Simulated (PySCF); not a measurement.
## Worked example: entropy of an ideal gas

Al(Me)(F) (CH3AlF), SMILES [CH3][Al+][F], charge +1.

Geometry: PBE-D3(BJ)/def2-TZVP. The spin state was assumed, not searched. The isomer is the one that the SMILES or the coordinates give; other isomers of the formula were not compared.

PBE-D3(BJ)/def2-TZVP (PySCF 2.14.0) gives the harmonic wavenumbers 142, 142, 564, 730, 730, 965, 1168, 1364, 1364, 2971, 3074, 3074 cm⁻¹ and the rotational temperatures 7.3722, 0.2184, 0.2184 K. The molar mass is 61.01 g/mol, the symmetry number 3, the spin multiplicity 1.

### Question
Work out the entropy at 298.15 K and 1 atm in the rigid-rotor, harmonic-oscillator model.

### Answer

Translation (Sackur–Tetrode at 1 atm): S = R[1.5 ln M + 2.5 ln T − 1.16487] = 160.0 J/(mol K).
Rotation: q = (√π/σ) T^1.5/√(θA θB θC) = 5130, S = R[ln q + 3/2] = 83.5 J/(mol K).
Vibration: with u = 1.4388 ν/T, each mode gives R[u/(e^u − 1) − ln(1 − e^−u)]:
```csv
ν (cm⁻¹),modes,u,S (J/(mol K))
142,2,0.69,23.24
564,1,2.72,2.16
730,2,3.52,2.28
965,1,4.66,0.45
1168,1,5.64,0.20
1364,2,6.58,0.17
```
The stiffer modes add less than 0.005 each. Sum 28.5 J/(mol K).
Spin: R ln 1 = 0.0 J/(mol K).
Total 272.0 J/(mol K); the program's own thermochemistry gives 272.0. Translation makes up 59 % and vibration 10 %. Anharmonicity, hindered rotation and orbital degeneracy are left out.
